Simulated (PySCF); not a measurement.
Gas-phase reaction: CuI + 2 H = CuH + HI

Method: PySCF energies plus ideal-gas RRHO corrections (1 bar). † marks an energy on the PBE0/def2-TZVP geometry and frequencies; other levels use their own. Open shells (unrestricted): H (multiplicity 2); the rest are closed-shell singlets. B3LYP is the form with VWN-RPA correlation. I: scalar-relativistic def2 core potential, no spin-orbit coupling. Cu: all electrons, no relativistic terms.

PBE0/def2-TZVP gives ΔH°(298 K) = -265 kJ.

Task: What do B3LYP/def2-TZVP†, HF/def2-TZVP†, ωB97M-V/def2-TZVP† give?

Result: B3LYP/def2-TZVP†: -299 kJ; HF/def2-TZVP†: -135 kJ; ωB97M-V/def2-TZVP†: -281 kJ. For scale, ΔH°(298 K) is -265 kJ at this level, -281 kJ at ωB97M-V/def2-TZVP†, and runs from -495 to -135 kJ over the 18 levels computed († marks an energy on the PBE0/def2-TZVP geometry).
